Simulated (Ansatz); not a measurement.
Consider the silylene formation by 1,1-elimination: `N[SiH2][GeH2][SH]` → `[SH][GeH3]` + `N[SiH]`.

Isolated molecules relaxed with PBE0-D4/def2-TZVP in Ansatz; ΔE leaves out vibrations. CBS: MP2 limit from def2 TZ/QZ plus the TZ coupled-cluster correction, frozen cores. This one scheme is used for every species. Functionals use def2-TZVPP. HSE06 is defined as in plane-wave codes. For Ge outer-core shells are correlated without core-valence functions, which leaves a few kJ/mol of doubt a bond. Scalar relativity is left out up to krypton. One conformer a species, not always the lowest.

`N[SiH2][GeH2][SH]`:

```xyz
11

N     0.063   -0.332   -2.155
Si   -0.616   -0.445   -0.578
Ge    0.875    0.462    1.044
S    -0.105    0.312    3.050
H    -0.543   -0.308   -2.959
H     0.933   -0.791   -2.373
H    -0.975   -1.818   -0.114
H    -1.860    0.370   -0.580
H     1.270    1.926    0.767
H     2.165   -0.362    1.218
H    -1.207    0.985    2.681
```

`[SH][GeH3]`:

Cartesian coordinates in Å:
```
S 0.942 0.378 -1.391
Ge -0.491 -0.033 0.260
H 2.024 0.003 -0.689
H -0.162 0.835 1.484
H -0.450 -1.519 0.649
H -1.864 0.337 -0.312
```

`N[SiH]`:

Z-matrix (Å, degrees):
```
N
Si 1 1.707
H 1 1.008 2 126.3
H 1 1.008 2 121.7 3 -180.0
H 2 1.532 1 94.1 3 -0.0
```

```tsv
level	ΔE (kJ/mol)	difference from CCSD(T)/CBS
PBE0-D4	181.1	11.2
r2SCAN0-D4	187.1	17.2
HSE06-D4	181.0	11.1
ωB97X-V	175.5	5.6
PBE	160.6	-9.3
revPBE	147.2	-22.7
r2SCAN0	183.7	13.8
MP2/def2-SVP	155.6	-14.3
SCS-MP2/def2-QZVPP	169.4	-0.5
HF/CBS(def2)	150.1	-19.8
CCSD(T)/CBS	169.9	0
```

Largest T1 diagnostic among the species: 0.015.

From r2SCAN to r2SCAN0 (25 % exact exchange), in def2-TZVPP and without D4, ΔE moves by +4.5 kJ/mol. The D4 term adds +15.6 kJ/mol with B3LYP and +8.8 kJ/mol with PBE0; it sums over pairs of atoms, weighted by their polarisabilities, and B3LYP, whose exchange is more repulsive, gets the larger term.

B3LYP here is the variant with VWN-RPA as its local correlation; programs differ in this.
